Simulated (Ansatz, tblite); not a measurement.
Adding an electron: GeBr2⁺. Total charge 1; doublet. Geometry: r2SCAN-D4/def2-TZVP. Ansatz, gas phase; energy differences of separate SCF runs; the reduced species is a singlet (the triplet lies 1.92 eV higher at PBE0-D4/def2-TZVP).

Cartesian coordinates in Å:
```
Ge -0.6975 -0.0826 -0.1996
Br 0.7996 -1.6342 -0.7828
Br -0.1021 1.7167 0.9824
```

The xTB rows come from tblite. The structure comes from a short search, and lower isomers may exist.

| level | −HOMO (eV) | −LUMO (eV) | vertical EA (eV) | HOMO–LUMO gap (eV) |
| --- | --- | --- | --- | --- |
| GFN1-xTB | – | – | 13.12 | – |
| GFN2-xTB | – | – | 14.61 | – |
| PBE-D4/def2-TZVP | 12.65 | 11.82 | 8.92 | 0.83 |
| r2SCAN-D4/def2-TZVP | 13.06 | 11.65 | 9.01 | 1.41 |
| PBE0-D4/def2-TZVP | 13.82 | 11.05 | 9.04 | 2.77 |

  HOMO and LUMO are the levels of the spin that leaves or enters (xTB has no such levels and no spin-polarisation term). Other spin states of the ions may lie lower, which would lower the ionisation energy or raise the affinity. Raw xTB energy differences between charge states are shifted by several eV; the methods need an empirical correction for them.
